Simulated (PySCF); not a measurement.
**Spinor energies of Tl⁶⁵⁺ (thallium, charge +65)**

Start: [Ne] 3s2 3p4; 3p1/2 filled at m_j = -1/2, +1/2; 3p3/2 filled at m_j = +1/2, +3/2. Calculated with PySCF 2.14 in an uncontracted even-tempered set (17 s from 22 bohr⁻², ratio 2.4; 14 p from 29 bohr⁻², ratio 2.4; 4 d from 99 bohr⁻², ratio 2.6; 4 f from 150 bohr⁻², ratio 2.6): generalised Hartree-Fock with the X2C-1e Hamiltonian and a Gaussian nucleus; one run each with spin-orbit coupling (SO) switched off, then screened by Boettger's factors.

| spinor shell | electrons | ε, spin-free (eV) | ε, screened SO (eV) | weight of nominal j (screened SO) | rms radius, screened SO (bohr) |
| --- | --- | --- | --- | --- | --- |
| 1s1/2 | 2 | -91428.1 | -91383.6 | 1.000 | 0.0184 |
| 2s1/2 | 2 | -20665.6 | -20649.0 | 1.000 | 0.0734 |
| 2p1/2 | 2 | -18537.9 | -20061.0 | 1.000 | 0.0619 |
| 3s1/2 | 2 | -8209.6 | -8203.6 | 1.000 | 0.177 |
| 3p1/2 | 2 | -7593.9 | -7982.8 | 1.000 | 0.167 |
| 3p3/2 | 2 | -7593.9 | -7434.2 | 1.000 | 0.180 |

(1) Where does 2p3/2 lie, and what is the 2p spin-orbit splitting (screened SO)?

```json
{"quantity": "E (hartree)", "spin-free": "-15318.08817", "screened SO": "-15363.05422"}
{"quantity": "M_J", "spin-free": "2", "screened SO": "2"}
{"quantity": "⟨J²⟩", "spin-free": "6.000", "screened SO": "6.001"}
{"quantity": "⟨L²⟩", "spin-free": "2.000", "screened SO": "3.335"}
{"quantity": "⟨S²⟩", "spin-free": "2.000", "screened SO": "1.416"}
```

Each row is a mean over spinors that exchange with the open shell spreads, by up to 43.092 eV (3s1/2).

Breit and QED terms are absent; they matter most for the inner s and p1/2 levels.

Densities and radii are taken from the X2C orbitals without a picture-change correction, which distorts them close to the nucleus.

Without spin-orbit coupling the j labels of p, d and f shells carry no meaning; the spin-free column gives the mean over the occupied spinors of each nl shell.

Answers

(1) At -17938.9 eV, 2122.1 eV above 2p1/2.
